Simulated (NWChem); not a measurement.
C4H7Cl; SMILES C(C=C)CCl

```xyz
12

C      0.2481     2.9087     0.3550
C     -0.2770     1.8792    -0.3107
C      0.3326     0.5143    -0.4062
C     -0.5582    -0.5423     0.2271
Cl     0.1315    -2.1821     0.0402
H     -0.2482     3.8823     0.3855
H      1.2003     2.8185     0.8884
H     -1.2339     2.0184    -0.8310
H      0.4905     0.2439    -1.4647
H      1.3207     0.4974     0.0800
H     -1.5552    -0.5596    -0.2365
H     -0.6830    -0.3634     1.3041
```
Atoms are numbered in this order, from 1.

Program: NWChem. Medium grid unless said otherwise, to which SCAN and Minnesota functionals are sensitive. Geometry: optimised at PBE0/def2-SVP. Not confirmed as a minimum by frequencies. Hybrids' shares of exact exchange are those that their runs print; pure functionals count as 0. The functionals differ in more than this share.

```csv
row,share of exact exchange,orbital gap (eV)
PBE/def2-SVP,0.00,5.44
RPBE/def2-SVP,0.00,5.47
B3LYP/def2-SVP,0.20,7.22
B3PW91/def2-SVP,0.20,7.25
MN15/def2-SVP,0.44,withheld
M05-2X/def2-SVP,0.56,10.07
```

### Question
Fit a straight line of the last column on the one before it, predict the withheld value, and compare with the run.

### Answer

1. Means of the 5 shown rows: x = 0.192, y = 7.090. Slope Σ(x − x̄)(y − ȳ)/Σ(x − x̄)² = 1.727/0.2093 = 8.251; intercept 5.506.
2. The shown rows scatter about the line by 0.066 (root mean square); the largest residual is +0.09, at B3PW91/def2-SVP.
3. At x = 0.44 (MN15/def2-SVP; inside the shown range) the line gives 9.14.
4. The run gives 9.06, -0.08 from the line, 1.2 times the scatter.
